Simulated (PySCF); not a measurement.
C2F5, SMILES F[C](F)C(F)(F)F, multiplicity 2.

The structure is a stationary point at PBE0-D3(BJ)/def2-SVP. The isomer is the one that the SMILES or the coordinates give; other isomers of the formula were not compared.

Computed with PySCF with SMD-B3LYP/6-31G*.

Solvation free energies are E(SMD) − E(gas) at the gas-phase geometry, for 1 M in both phases. In vacuum the dipole moment is 0.41 D.

```csv
solvent,ΔG(solv) (kcal/mol),its non-electrostatic (CDS) part,dipole (D)
water,4.3,5.3,0.48
toluene,1.3,1.8,0.44
1-octanol,1.6,2.4,0.47
```
